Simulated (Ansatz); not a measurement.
Geometry optimisation, UKS BLYP/def2-TZVP (Ansatz).

The input (input.yaml):

```yaml
crystal:
  periodic: [false, false, false]
  atoms:
    - { symbol: H, position_ang: [-0.15982, 0.615306, -1.292792] }
    - { symbol: Ge, position_ang: [-0.257929, -0.562689, 1.257349] }
    - { symbol: S, position_ang: [-0.025944, 1.221004, -2.505565] }
    - { symbol: H, position_ang: [0.070492, -2.078594, 1.168274] }
    - { symbol: H, position_ang: [-1.70418, -0.332778, 1.775414] }
    - { symbol: H, position_ang: [0.777739, 0.183022, 2.143311] }
    - { symbol: H, position_ang: [1.299641, 0.954829, -2.545991] }
magnetization:
  spin_polarized: true
  initial_magnetization: 1
basis:
  gaussian: { orbitals: def2-TZVP }
hamiltonian:
  xc: blyp
relax:
  f_tol: 0.03
  max_steps: 50
output:
  orbitals: {}
```

Run as:

```bash
$ ansatz run input.yaml --threads 4 --pin off --max-ram 5120MiB --backend cpu --events-out ev --progress --plain --runs-dir out
```

**Question.** Where does it end, and by what steps?

**Answer.** The run converged. After 3 steps the energy has fallen by 0.002 eV; H1 moved furthest, 0.13 Å.

| step | energy less start (eV) | largest force component (eV/Å) | accepted |
| --- | --- | --- | --- |
| 0 | 0.0000 | 0.057 | yes |
| 1 | -0.0018 | 0.041 | yes |
| 2 | -0.0021 | 0.042 | yes |
| 3 | -0.0022 | 0.011 | yes |

```xyz
7
Properties=species:S:1:pos:R:3
H -0.148 0.668 -1.416
Ge -0.273 -0.600 1.346
S -0.003 1.272 -2.627
H 0.055 -2.116 1.255
H -1.718 -0.372 1.866
H 0.764 0.142 2.233
H 1.323 1.007 -2.657
```

Whether the end is a true minimum wasn't checked by a vibrational analysis.

The run took 9.4 s on 4 threads of Arm Neoverse N1 (shared host), peak memory 0.21 GiB.
